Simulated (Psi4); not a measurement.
C5H15SSi2 (SMILES C[Si](C)S[Si](C)(C)C), doublet, geometry from GFN2-xTB. Base run: B3LYP/STO-3G in Psi4.

Here is a job for Psi4.
```
memory 2 GB

molecule mol {
0 2
  C     2.279829    1.452201   -1.189009
  Si    1.793042   -0.191608   -0.350237
  C     3.274161   -0.914850    0.602671
  S     0.236040    0.201386    1.131944
  Si   -1.599082   -0.088938    0.009507
  C    -1.603059    1.022197   -1.537536
  C    -1.702783   -1.916609   -0.513783
  C    -3.000736    0.386385    1.201947
  H     1.442999    1.907461   -1.709181
  H     2.626862    2.160134   -0.438264
  H     3.080989    1.303599   -1.906300
  H     3.014378   -1.846736    1.094561
  H     4.113107   -1.103910   -0.059810
  H     3.599216   -0.216051    1.370975
  H    -0.852895    0.701738   -2.254849
  H    -1.398749    2.057420   -1.281250
  H    -2.568758    0.990104   -2.031779
  H    -1.680000   -2.572013    0.351424
  H    -2.621809   -2.115207   -1.055733
  H    -0.869229   -2.189783   -1.155016
  H    -3.973729    0.234502    0.744557
  H    -2.960048   -0.210974    2.107740
  H    -2.928884    1.429227    1.496304
}

set basis sto-3g
set reference uks

energy('b3lyp')
print_variables()
```

Variants of this job, named by their change:

```
change                               ΔE vs base (mEh)  SCF cycles  grid points  basis functions
-----------------------------------  ----------------  ----------  -----------  ---------------
base                                            0.000           8       482031               67
guess = modhuckel                               0.000          10       482031               67
scf_type = cd                                   2.838           8       482031               67
puream = true                                   0.000           8       482031               67
dft_radial_points = 35                         -1.137           8       229513               67
df_basis_scf = def2-universal-jkfit             0.000           8       482031               67
d_convergence = 1e-8                            0.000          13       482031               67
guess = sap                                     0.000          13       482031               67
basis_guess = true                              0.000           7       482031               67
dft_spherical_points = 590                     -0.010           8       940734               67
soscf = true                                    0.000           6       482031               67
guess = gwh                                     0.000           9       482031               67
scf_initial_accelerator = none                  0.000           8       482031               67
```

Open shells are given as the SCF converged; they aren't shown to be the lowest states, and a large step between rows can be another state.
